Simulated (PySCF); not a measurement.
Computed shifts of a molecule C4H9AlO, PBE/pcSseg-1 (PySCF), GIAO, gas phase, atoms alike by connectivity averaged where their shifts nearly agree, in ppm (number of nuclei): ¹³C: 140.7 (1), 119.3 (1), 59.3 (1), 24.9 (1). ¹H: 6.38 (1), 5.50 (1), 5.39 (1), 4.70 (1), 4.34 (3), 2.05 (1), 1.83 (1). References: ¹³C against TMS (σ = 182.0 ppm); ¹H against TMS (σ = 31.49 ppm); ¹⁷O against H2O (σ = 334.3 ppm), references at their B3LYP-D3(BJ)/def2-TZVP geometries, non-relativistic. Coordinates come from a B3LYP-D3(BJ)/def2-SVP optimisation. Other conformers were not sampled.

Which structure fits?
A) C=[CH][Al]([CH3])[O]C
B) C=C[CH2][AlH][O]C
C) C=[CH][Al]([OH])[CH2]C
D) C=C[CH2][Al]([CH3])[OH]

B, C=C[CH2][AlH][O]C
